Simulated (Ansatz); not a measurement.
Ansatz (a quantum-chemistry and plane-wave program) job for C5H4F2, SMILES FC1=C(F)CC=C1, B3LYP-D3(BJ)/def2-SVP. 

Ansatz 0.2 input:
```yaml
crystal:
  periodic: [false, false, false]
  atoms:
    - {symbol: F, position_ang: [1.40027342, 1.53029012, -0.00000000]}
    - {symbol: C, position_ang: [0.66173798, 0.41540496, -0.00000000]}
    - {symbol: C, position_ang: [-0.67650876, 0.31549905, 0.00000000]}
    - {symbol: F, position_ang: [-1.58789332, 1.29476087, -0.00000000]}
    - {symbol: C, position_ang: [-1.07502537, -1.12224798, 0.00000000]}
    - {symbol: C, position_ang: [0.24871195, -1.81375481, -0.00000000]}
    - {symbol: C, position_ang: [1.23924138, -0.91175203, 0.00000000]}
    - {symbol: H, position_ang: [-1.67235740, -1.37568157, 0.87829106]}
    - {symbol: H, position_ang: [-1.67235740, -1.37568158, -0.87829106]}
    - {symbol: H, position_ang: [0.34659417, -2.88252949, -0.00000000]}
    - {symbol: H, position_ang: [2.29775672, -1.09046139, -0.00000000]}
basis:
  gaussian:
    orbitals: def2-SVP
hamiltonian:
  xc: b3lyp
  dispersion: d3bj
relax: {f_tol: 0.002, max_steps: 200}
```

Program output:

```
WARN ansatz: RAYON_NUM_THREADS=1 ignored (pool sized by the plan → 1); use --threads N
Functional definition: B3LYP
integrals: 0.08 GiB planned
1334 factors; integrals over basis functions are off by at most 4.2e-4 eV
mean field: 0.55 GiB planned
mean field evaluation 1: about -10668.0930 eV, gradient 5.0e1 eV
mean field evaluation 2: about -10666.3255 eV, gradient 5.6e1 eV
mean field evaluation 4: about -10674.1259 eV, gradient 3.9e0 eV
mean field evaluation 8: about -10674.2093 eV, gradient 4.9e-2 eV
mean field evaluation 16: about -10674.2093 eV, gradient 1.4e-5 eV
mean field -10674.20931303 eV, -392.2699570149 hartree, gradient 1.4e-5 eV, S^2 0.000000; 0 other end points of the search recorded, 0 dependent functions left out
the calculation of the forces begins
reference -10674.20951412 eV, -392.2699644050 hartree; 26, 26 occupied and 92, 92 virtual orbitals, 1334 factors
relax step   1: F+E_penalty+E_count = -10674.63223656 eV  Δ(F+E_penalty+E_count) = +0.000e0 eV  max|allowed force component| = 8.436e-1 eV/Å  Δτ_max = 0.0000 Å  (30 SCF iters, accepted)
these checks for a lower state are left out or cut short: starts, cluster_reference, orbital_swaps, neighbouring_geometries, increment
integrals: 0.08 GiB planned
1334 factors; integrals over basis functions are off by at most 4.4e-4 eV
mean field: 0.55 GiB planned
mean field -10674.24455170 eV, -392.2712520123 hartree, gradient 2.2e-5 eV, S^2 0.000000; 0 other end points of the search recorded, 0 dependent functions left out
the calculation of the forces begins
reference -10674.24475352 eV, -392.2712594290 hartree; 26, 26 occupied and 92, 92 virtual orbitals, 1334 factors
relax step   2: F+E_penalty+E_count = -10674.66701938 eV  Δ(F+E_penalty+E_count) = -3.478e-2 eV  max|allowed force component| = 2.981e-1 eV/Å  Δτ_max = 0.0250 Å  (32 SCF iters, accepted)
these checks for a lower state are left out or cut short: starts, cluster_reference, orbital_swaps, neighbouring_geometries, increment
integrals: 0.08 GiB planned
1334 factors; integrals over basis functions are off by at most 4.4e-4 eV
mean field: 0.55 GiB planned
mean field evaluation 32: about -10674.2483 eV, gradient 2.2e-5 eV
mean field -10674.24827804 eV, -392.2713889527 hartree, gradient 2.2e-5 eV, S^2 0.000000; 0 other end points of the search recorded, 0 dependent functions left out
the calculation of the forces begins
reference -10674.24848009 eV, -392.2713963777 hartree; 26, 26 occupied and 92, 92 virtual orbitals, 1334 factors
relax step   3: F+E_penalty+E_count = -10674.67046295 eV  Δ(F+E_penalty+E_count) = -3.444e-3 eV  max|allowed force component| = 4.284e-2 eV/Å  Δτ_max = 0.0078 Å  (32 SCF iters, accepted)
these checks for a lower state are left out or cut short: starts, cluster_reference, orbital_swaps, neighbouring_geometries, increment
integrals: 0.08 GiB planned
1334 factors; integrals over basis functions are off by at most 4.4e-4 eV
mean field: 0.55 GiB planned
mean field -10674.24836279 eV, -392.2713920671 hartree, gradient 9.7e-6 eV, S^2 0.000000; 0 other end points of the search recorded, 0 dependent functions left out
the calculation of the forces begins
reference -10674.24856481 eV, -392.2713994912 hartree; 26, 26 occupied and 92, 92 virtual orbitals, 1334 factors
relax step   4: F+E_penalty+E_count = -10674.67054748 eV  Δ(F+E_penalty+E_count) = -8.453e-5 eV  max|allowed force component| = 2.195e-2 eV/Å  Δτ_max = 0.0022 Å  (25 SCF iters, accepted)
these checks for a lower state are left out or cut short: starts, cluster_reference, orbital_swaps, neighbouring_geometries, increment
integrals: 0.08 GiB planned
1334 factors; integrals over basis functions are off by at most 4.4e-4 eV
mean field: 0.55 GiB planned
mean field -10674.24839713 eV, -392.2713933291 hartree, gradient 9.0e-5 eV, S^2 0.000000; 0 other end points of the search recorded, 0 dependent functions left out
the calculation of the forces begins
reference -10674.24859914 eV, -392.2714007528 hartree; 26, 26 occupied and 92, 92 virtual orbitals, 1334 factors
relax step   5: F+E_penalty+E_count = -10674.67057445 eV  Δ(F+E_penalty+E_count) = -2.697e-5 eV  max|allowed force component| = 7.828e-3 eV/Å  Δτ_max = 0.0019 Å  (21 SCF iters, accepted)
these checks for a lower state are left out or cut short: starts, cluster_reference, orbital_swaps, neighbouring_geometries, increment
integrals: 0.08 GiB planned
1334 factors; integrals over basis functions are off by at most 4.4e-4 eV
mean field: 0.55 GiB planned
mean field -10674.24839558 eV, -392.2713932720 hartree, gradient 1.8e-5 eV, S^2 0.000000; 0 other end points of the search recorded, 0 dependent functions left out
the calculation of the forces begins
reference -10674.24859758 eV, -392.2714006955 hartree; 26, 26 occupied and 92, 92 virtual orbitals, 1334 factors
relax step   6: F+E_penalty+E_count = -10674.67057587 eV  Δ(F+E_penalty+E_count) = -1.426e-6 eV  max|allowed force component| = 2.020e-3 eV/Å  Δτ_max = 0.0004 Å  (21 SCF iters, accepted)
these checks for a lower state are left out or cut short: starts, cluster_reference, orbital_swaps, neighbouring_geometries, increment
integrals: 0.08 GiB planned
1334 factors; integrals over basis functions are off by at most 4.4e-4 eV
mean field: 0.55 GiB planned
mean field -10674.24839743 eV, -392.2713933401 hartree, gradient 8.3e-6 eV, S^2 0.000000; 0 other end points of the search recorded, 0 dependent functions left out
the calculation of the forces begins
reference -10674.24859943 eV, -392.2714007636 hartree; 26, 26 occupied and 92, 92 virtual orbitals, 1334 factors
relax step   7: F+E_penalty+E_count = -10674.67057598 eV  Δ(F+E_penalty+E_count) = -1.069e-7 eV  max|allowed force component| = 4.052e-4 eV/Å  Δτ_max = 0.0000 Å  (20 SCF iters, accepted)
integrals: 0.08 GiB planned
1334 factors; integrals over basis functions are off by at most 4.4e-4 eV
mean field: 0.55 GiB planned
mean field evaluation 64: about -10674.1998 eV, gradient 3.8e-1 eV
mean field -10674.24839743 eV, -392.2713933401 hartree, gradient 8.3e-6 eV, S^2 0.000000; 1 other end points of the search recorded, 0 dependent functions left out
the calculation of the forces begins
reference -10674.24859943 eV, -392.2714007636 hartree; 26, 26 occupied and 92, 92 virtual orbitals, 1334 factors
Total energy: -10674.67077799 eV, -392.2869155392 hartree
Atom 0 at     1.385225     1.541959    -0.000000 Å, force    -0.000004     0.000152     0.000000 eV/Å
Atom 1 at     0.659472     0.426453     0.000000 Å, force    -0.000100     0.000060    -0.000000 eV/Å
Atom 2 at    -0.686553     0.326160     0.000000 Å, force    -0.000156     0.000020     0.000000 eV/Å
Atom 3 at    -1.578807     1.313328     0.000000 Å, force     0.000045    -0.000093    -0.000000 eV/Å
Atom 4 at    -1.078916    -1.118112     0.000000 Å, force     0.000152     0.000152     0.000000 eV/Å
Atom 5 at     0.252740    -1.827916     0.000000 Å, force     0.000099    -0.000405    -0.000000 eV/Å
Atom 6 at     1.248460    -0.914568     0.000000 Å, force    -0.000061    -0.000185     0.000000 eV/Å
Atom 7 at    -1.687398    -1.376274     0.886219 Å, force     0.000015     0.000060    -0.000049 eV/Å
Atom 8 at    -1.687398    -1.376274    -0.886219 Å, force     0.000015     0.000060     0.000049 eV/Å
Atom 9 at     0.360117    -2.911980    -0.000000 Å, force    -0.000024     0.000221     0.000000 eV/Å
Atom 10 at     2.323230    -1.098931    -0.000000 Å, force     0.000019    -0.000041    -0.000000 eV/Å
Dipole moment:    -0.066377    -0.495744     0.000000 e Å
```

The calculation finished and met its thresholds.
